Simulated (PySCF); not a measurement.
C4H5FO, SMILES C(=O)[C@H]1[C@@H](C1)F. Atoms are numbered in the order given.

```xyz
11

O      2.5499    -0.2088    -0.2214
C      1.4914    -0.2019     0.3548
C      0.2214     0.3138    -0.2107
C     -0.8048     0.9718     0.7193
C     -1.0784    -0.3665     0.1577
F     -2.0111    -0.4834    -0.8235
H      1.3991    -0.6025     1.4032
H      0.2894     0.7004    -1.2312
H     -1.3559     1.8149     0.2966
H     -0.5596     1.0547     1.7824
H     -1.0498    -1.2500     0.8057
```
Charge 0, spin multiplicity 1.

The structure is a stationary point at B3LYP-D3(BJ)/def2-SVP. Other conformers were not sampled.

Computed with PBE/def2-TZVP (PySCF).

Atomic charges (e):

```
atom  Mulliken    IAO  Löwdin
----  --------  -----  ------
O1       -0.21      ?    0.14
C2        0.01   0.25   -0.31
C3        0.00  -0.21   -0.19
C4       -0.23  -0.31   -0.19
C5        0.07      ?   -0.32
F6       -0.17  -0.28    0.16
H7        0.04   0.08    0.11
H8        0.13      ?    0.16
H9        0.14      ?    0.15
H10       0.13      ?    0.14
H11       0.10      ?    0.14
```

Q: Fill in the missing entries. (Estimate from the structure and the level; the computed values follow.)

A: 
- O1, IAO: -0.37
- C5, IAO: 0.17
- H8, IAO: 0.18
- H9, IAO: 0.18
- H10, IAO: 0.16
- H11, IAO: 0.15

Q: Give the Mayer and Wiberg (Löwdin basis) orders of the bonds. (Estimate from the structure and the level; the computed values follow.)

A: 
```tsv
bond	Mayer	Wiberg
O1–C2	2.16	2.76
C2–C3	0.95	1.27
C3–C4	0.89	1.16
C3–C5	0.86	1.14
C4–C5	0.97	1.29
C5–F6	1.10	1.71
C2–H7	0.94	0.85
C3–H8	0.93	0.80
C4–H9	0.94	0.85
C4–H10	0.93	0.86
C5–H11	0.98	0.84
```
